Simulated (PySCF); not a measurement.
**How ionic is MTl along group 15?**

PBE0 in PySCF with def2-SVP on every atom (core potentials on Sb, Tl, Bi), for the lowest determinant that a PBE0 search found; no spin–orbit coupling. A negative dipole means M(+)Tl(−).

```json
{"M": "N", "state (unpaired electrons)": "triplet (π ↑↑)", "Re (Å)": "2.324", "μ (D)": "2.90"}
{"M": "P", "state (unpaired electrons)": "triplet (π ↑↑)", "Re (Å)": "2.736", "μ (D)": "2.66"}
{"M": "As", "state (unpaired electrons)": "triplet (π ↑↑)", "Re (Å)": "2.824", "μ (D)": "2.60"}
{"M": "Sb", "state (unpaired electrons)": "triplet (π ↑↑)", "Re (Å)": "3.014", "μ (D)": "2.73"}
{"M": "Bi", "state (unpaired electrons)": "triplet (π ↑↑)", "Re (Å)": "3.081", "μ (D)": "2.37"}
```

Task: Give the ionic character |μ|/(e·Re) of each, with 1 e·Å = 4.803 D, and the positive end.

Result: TlN 26 % (Tl positive), TlP 20 % (Tl positive), TlAs 19 % (Tl positive), TlSb 19 % (Tl positive), TlBi 16 % (Tl positive). Lone pairs and polarisation enter μ too, so this number is only a rough measure of charge transfer.

These are scalar-relativistic numbers at best; spin–orbit coupling would shift them, the dissociation energy most. States were picked by a PBE0 search and need not be the measured ground states.
